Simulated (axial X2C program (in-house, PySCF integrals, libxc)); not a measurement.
Correcting the dissociation energy of SbSe⁺ for spin–orbit coupling

A spin-free PBE0 curve (one-electron X2C) was computed with an in-house all-electron X2C program for linear molecules (integrals from PySCF), basis Sb dyall-v3z [11s12p8d1f], Se dyall-v3z [8s9p6d1f] (cores contracted in-house), for the state M_S = 0, Λ = 0 (closed shell). It gives D0 = 4.628 eV to Sb+ + Se, which in a spin-free picture are the weighted means of the ground terms.

Measured levels of the ground terms (NIST Handbook of Basic Atomic Spectroscopic Data), in cm⁻¹: Sb+ 3P: J = 0 at 0, J = 1 at 3054.6, J = 2 at 5658.2; Se 3P: J = 2 at 0, J = 1 at 1989.5, J = 0 at 2534.4.

The molecular state has Λ = 0, so it has no first-order lowering.

How far does each ground level lie under the (2J+1)-weighted mean of its term?

Sb+: (1 × 0 + 3 × 3054.6 + 5 × 5658.2)/9 = 4162 cm⁻¹; Se: (5 × 0 + 3 × 1989.5 + 1 × 2534.4)/9 = 945 cm⁻¹.

Correct D0.

D0 = 4.628 + (0 − 5107)/8065.5 = 3.995 eV at PBE0 with these spin–orbit terms.

Second-order spin–orbit effects in the molecule, which grow quickly with Z, are left out. Occupations by symmetry block were frozen at the best pattern of an incomplete PBE0 search. Dissociation energies refer to the lowest single-determinant-based atoms at the same level and basis.
